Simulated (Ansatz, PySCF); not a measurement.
C2H7BFNO, SMILES CCNB(O)F. Atoms are numbered in the order given.

```xyz
13

C     -2.4631    -0.4727     0.1572
C     -1.3601     0.5222     0.4840
N     -0.2593     0.4848    -0.4475
B      1.0339     0.0130    -0.1841
O      1.9836    -0.0149    -1.1615
F      1.3480    -0.4164     1.0543
H     -2.0748    -1.5026     0.1680
H     -2.8858    -0.2845    -0.8431
H     -3.2864    -0.4052     0.8852
H     -0.9557     0.3138     1.4858
H     -1.7848     1.5418     0.5311
H     -0.4717     0.7771    -1.3934
H      2.8207    -0.3568    -0.8351
```
Charge 0, spin multiplicity 1.

Coordinates come from a PBE0-D3(BJ)/def2-SVP optimisation. This is a generated structure with no PubChem entry under its InChIKey; it may be hypothetical. One conformer was computed; it need not be the lowest.

Two levels are set side by side: PBE-D3(BJ)/def2-SVP (Ansatz, a first-principles code) and PBE0-D3(BJ)/def2-SVP (Ansatz). Each level has its own optimised geometry; the coordinates shown are those of the second. Frequencies come from the Hessian of PySCF at each geometry. Differences are taken from unrounded values.

| quantity | PBE0-D3(BJ) |
|---|---|
| mean bond length (Å) | 1.213 |
| bond C1–C2 (Å) | 1.521 |
| bond C2–N3 (Å) | 1.442 |
| bond N3–B4 (Å) | 1.402 |
| bond B4–O5 (Å) | 1.363 |
| bond B4–F6 (Å) | 1.348 |
| bond C1–H7 (Å) | 1.101 |
| bond C1–H8 (Å) | 1.102 |
| bond C1–H9 (Å) | 1.101 |
| bond C2–H10 (Å) | 1.100 |
| bond C2–H11 (Å) | 1.106 |
| bond N3–H12 (Å) | 1.013 |
| bond O5–H13 (Å) | 0.961 |
| highest harmonic wavenumber (cm⁻¹) | 3935 |
| mean harmonic wavenumber (cm⁻¹) | 1413 |
| zero-point energy (kcal/mol) | 66.68 |

**Question.** What does PBE-D3(BJ) give, and how far is it from PBE0-D3(BJ)? (An estimate is asked for; the answer gives what the named calculation found.)

**Answer.** 
| quantity | PBE-D3(BJ) | PBE-D3(BJ) minus PBE0-D3(BJ) |
|---|---|---|
| mean bond length (Å) | 1.223 | 0.010 |
| bond C1–C2 (Å) | 1.531 | 0.010 |
| bond C2–N3 (Å) | 1.452 | 0.009 |
| bond N3–B4 (Å) | 1.411 | 0.010 |
| bond B4–O5 (Å) | 1.375 | 0.012 |
| bond B4–F6 (Å) | 1.360 | 0.012 |
| bond C1–H7 (Å) | 1.109 | 0.008 |
| bond C1–H8 (Å) | 1.110 | 0.008 |
| bond C1–H9 (Å) | 1.109 | 0.008 |
| bond C2–H10 (Å) | 1.109 | 0.008 |
| bond C2–H11 (Å) | 1.115 | 0.009 |
| bond N3–H12 (Å) | 1.021 | 0.009 |
| bond O5–H13 (Å) | 0.973 | 0.011 |
| highest harmonic wavenumber (cm⁻¹) | 3771 | -164 |
| mean harmonic wavenumber (cm⁻¹) | 1366 | -48 |
| zero-point energy (kcal/mol) | 64.44 | -2.24 |

GGA bonds tend to be longer and softer than those of functionals with exact exchange. Differences between two approximate levels are no errors against the true value.
